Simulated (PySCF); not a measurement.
## Adding and removing an electron: PBr

UHF-CCSD(T); PySCF, no relativity, basis sets P def2-TZVPPD, Br def2-TZVPPD. Neutral (UHF): triplet (π ↑↑), Re = 2.190 Å, ωe = 429 cm⁻¹, De = 2.66 eV.

PBr⁺ (UHF): doublet (π ↑), Re = 2.067 Å, ωe = 540 cm⁻¹, De = 4.12 eV to P⁺ + Br. The energies at the minima are -2913.57645 hartree for PBr and -2913.24565 for PBr⁺.

Q: Work out the adiabatic ionisation energy, without and with harmonic zero-point energies (1 hartree = 27.2114 eV, 1 eV = 8065.5 cm⁻¹), and the change of the bond length.

A: At UHF-CCSD(T): 0.33080 hartree = 9.002 eV between the minima; the zero-point term (540.0 − 429.0)/2 cm⁻¹ = +0.007 eV makes it 9.008 eV. Re changes by -12.3 pm against the neutral. The electron leaves a π orbital, and the shorter bond of the ion fits an antibonding orbital, or a change in how ionic the bond is.

PBr⁻ (UHF): doublet (π ↑), Re = 2.343 Å, ωe = 321 cm⁻¹, De = 0.39 eV to P + Br⁻. The energies at the minima are -2913.57645 hartree for PBr and -2913.61607 for PBr⁻.

Q: Work out the adiabatic electron affinity, without and with harmonic zero-point energies (1 hartree = 27.2114 eV, 1 eV = 8065.5 cm⁻¹), and the change of the bond length.

A: At UHF-CCSD(T): 0.03962 hartree = 1.078 eV between the minima; the zero-point term (429.0 − 321.0)/2 cm⁻¹ = +0.007 eV makes it 1.085 eV. Re changes by +15.3 pm against the neutral. The electron enters a π orbital, and the longer bond of the ion fits an antibonding orbital, or a change in how ionic the bond is.

Correlated steps freeze 14 core orbitals. Weak bonds: PBr⁻. Basis-set superposition, not corrected here, can be much of De in a small basis, most of all at correlated wavefunction levels. Spin–orbit coupling is left out. For an ion De counts to the pair picked by the measured ionisation energies or electron affinities, which need not be the lowest pair at this level. States were picked by a PBE0 search and need not be the measured ground states.
